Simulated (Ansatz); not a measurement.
`F[C@@H]([C@@H](Cl)Br)[C@@H](F)I` at its PBE0-D4/def2-TZVP geometry, where that method's forces vanish. Total charge 0; spin multiplicity 1. I: def2 effective core potential.

```
atom   x (Å)   y (Å)   z (Å)
  F1   1.886  -0.818   0.695
  C2   1.290   0.321   0.277
  I3   1.851   0.740  -1.757
  C4  -0.218   0.271   0.509
  F5  -0.643   1.576   0.505
  C6  -1.054  -0.500  -0.497
 Cl7  -0.536  -2.175  -0.585
 Br8  -2.924  -0.367  -0.013
  H9   1.686   1.163   0.844
 H10  -0.372  -0.151   1.509
 H11  -0.964  -0.062  -1.488
```

Task: For each bond, give half the difference of the two atoms' forces along it (eV/Å; positive pushes the atoms apart) under PBE-D4, r2SCAN-D4, B3LYP-D4, ωB97M-V in def2-TZVPP. (Estimate.)

Result: Computed: 
```json
{"bond": "F1–C2", "length (Å)": "1.352", "PBE-D4": "0.51", "r2SCAN-D4": "0.26", "B3LYP-D4": "0.37", "ωB97M-V": "0.35"}
{"bond": "C2–I3", "length (Å)": "2.151", "PBE-D4": "0.21", "r2SCAN-D4": "0.20", "B3LYP-D4": "0.24", "ωB97M-V": "-0.18"}
{"bond": "C2–C4", "length (Å)": "1.526", "PBE-D4": "-0.12", "r2SCAN-D4": "-0.05", "B3LYP-D4": "-0.05", "ωB97M-V": "0.01"}
{"bond": "C2–H9", "length (Å)": "1.090", "PBE-D4": "0.06", "r2SCAN-D4": "-0.11", "B3LYP-D4": "-0.24", "ωB97M-V": "-0.17"}
{"bond": "C4–F5", "length (Å)": "1.372", "PBE-D4": "0.56", "r2SCAN-D4": "0.34", "B3LYP-D4": "0.40", "ωB97M-V": "0.28"}
{"bond": "C4–C6", "length (Å)": "1.518", "PBE-D4": "-0.10", "r2SCAN-D4": "-0.05", "B3LYP-D4": "-0.03", "ωB97M-V": "0.05"}
{"bond": "C4–H10", "length (Å)": "1.097", "PBE-D4": "0.08", "r2SCAN-D4": "-0.09", "B3LYP-D4": "-0.20", "ωB97M-V": "-0.18"}
{"bond": "C6–Cl7", "length (Å)": "1.755", "PBE-D4": "0.21", "r2SCAN-D4": "0.18", "B3LYP-D4": "0.31", "ωB97M-V": "0.16"}
{"bond": "C6–Br8", "length (Å)": "1.936", "PBE-D4": "0.27", "r2SCAN-D4": "0.22", "B3LYP-D4": "0.30", "ωB97M-V": "-0.03"}
{"bond": "C6–H11", "length (Å)": "1.087", "PBE-D4": "0.11", "r2SCAN-D4": "-0.11", "B3LYP-D4": "-0.24", "ωB97M-V": "-0.17"}
```

B3LYP here is the variant with VWN-RPA as its local correlation; programs differ in this.
